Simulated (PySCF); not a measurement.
**MoO2, triplet: molecular constants**

Method: PySCF, UB3LYP, basis Mo def2-TZVP with ECP28, O def2-TZVP (scalar-relativistic core potentials, no spin–orbit coupling, density fitting).

The structure is a higher-order saddle point with 2 imaginary modes (one degenerate set).

Coordinates in bohr (charge 0 multiplicity 3):
```
Mo    0.0000    0.0000    0.0000
O     0.0000    0.0000    3.3241
O     0.0000    0.0000   -3.3241
```

| Property | Result |
| --- | --- |
| Point group | D∞h |
| Bond lengths | Mo–O 1.759 Å (×2) |
| Bond angles | O–Mo–O 180.0° |
| Rotational constants | 0.1703 cm⁻¹ |
| Zero-point energy (real modes) | 10.8 kJ/mol |
| Principal quadrupole moments (Buckingham, traceless) about the centre of mass | -20.46, 10.23, 10.23 D Å |
| Spin squared ⟨S²⟩ | 2.025 |
| Atomisation energy without zero-point energy | 1037 kJ/mol |
| Lowest empty level (α) | -4.81 eV |
| Principal polarisabilities | 27.9, 27.9, 63.6 bohr³ |
| Dipole moment | 0.00 D |
| Highest occupied level (α) | -7.35 eV |

Harmonic modes (masses in u: Mo 97.905, O 15.995):
| symmetry | ω (cm⁻¹) | IR (km/mol, summed over degenerate members) | μ (u) |
| --- | --- | --- | --- |
| πu | 262i | – | 20.15 |
| σu+ | 853 | 723 | 20.15 |
| σg+ | 946 | 0.0 | 15.99 |

In D∞h the vibrations span πu + σu+ + σg+. The σg+ mode carries no infrared intensity, as symmetry demands. With a centre of inversion only u modes can be infrared active and only g modes Raman active.

Charges (e):
| atom | Mulliken | Löwdin | polar tensor | spin (Mulliken) | Mayer order to Mo1 |
| --- | --- | --- | --- | --- | --- |
| Mo1 | 1.30 | 0.81 | 2.44 | 2.29 | – |
| O2,3 | -0.65 | -0.40 | -1.22 | -0.14 | 1.79 |

Mulliken populations on Mo1 (electrons outside its core potential): s 2.06, p 6.31, d 4.26, f 0.06.

Only a few start shapes were tried, so a lower isomer may exist. With open d or f shells other occupations or spin states may lie lower. At this level a triplet minimum of C2v symmetry lies 112 kJ/mol below this structure.

The final relaxation and frequency run took 16 s on 4 threads of a shared Arm Neoverse V1 host, with 102 basis functions and 6 gradients; the process peaked at 0.89 GiB.
